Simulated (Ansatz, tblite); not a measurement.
Forces on the cluster Al₆Ni⁻ at its r2SCAN-D4/def2-SVPD geometry. Total charge -1; doublet.

The xTB rows come from tblite. No other spin state of charge -1 was run. The structure comes from a short search, and lower isomers may exist.

GFN1-xTB (tblite), largest force 2.40 eV/Å:

```xyz
7
positions Å, forces eV/Å
Ni   -0.309    0.588   -0.167   -1.080    2.061   -0.582
Al   -1.386   -1.570    0.046   -0.433   -0.895    0.771
Al    2.049    0.307    0.312    1.118   -0.413   -0.402
Al   -1.515   -0.065   -2.066   -0.559   -0.152   -0.815
Al    0.932   -0.843   -1.677    1.125   -0.404   -0.385
Al    0.497    2.004    1.515    0.270    0.705    0.660
Al   -0.268   -0.421    2.036   -0.441   -0.902    0.751
```

GFN2-xTB (tblite), largest force 1.28 eV/Å:

```
Ni -0.574 1.108 -0.302
Al 0.053 -0.496 -0.086
Al 0.333 -0.245 0.287
Al -0.365 -0.094 -0.528
Al 0.102 -0.481 -0.119
Al 0.170 0.470 0.426
Al 0.281 -0.261 0.322
```

PBE-D4/def2-TZVPD (Ansatz), largest force 0.42 eV/Å:

```
Ni -0.188 0.361 -0.099
Al -0.158 -0.282 0.037
Al 0.321 -0.028 0.049
Al -0.169 0.025 -0.215
Al 0.175 -0.177 -0.209
Al 0.032 0.234 0.142
Al -0.013 -0.132 0.295
```
